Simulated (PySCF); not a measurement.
## A thermochemical cycle for RbNa

r²SCAN in PySCF with def2-SVPD on every atom (core potentials on Rb), for the lowest determinant that a PBE0 search found; no spin–orbit coupling. RbNa, a singlet (closed shell), has De = 0.49 eV to neutral atoms, and RbNa⁺, a doublet (σ ↑), has De = 0.47 eV to Rb⁺ + Na.

The adiabatic ionisation energy of RbNa, between the minima, is 4.11 eV.

Which ionisation energy of the Rb atom does this level give?

IE(Rb) = IE(molecule) + De(ion) − De(neutral) = 4.11 + 0.47 − 0.49 = 4.09 eV; the measured value is 4.177 eV (NIST ASD).

Closed-shell solutions of metal pairs were not tested for spin polarisation, which can lower them a little. Weak bonds: RbNa, RbNa⁺. Basis-set superposition, not corrected here, can be much of De in a small basis, most of all at correlated wavefunction levels. Spin–orbit coupling is left out. For an ion De counts to the pair picked by the measured ionisation energies or electron affinities, which need not be the lowest pair at this level. States were picked by a PBE0 search and need not be the measured ground states.
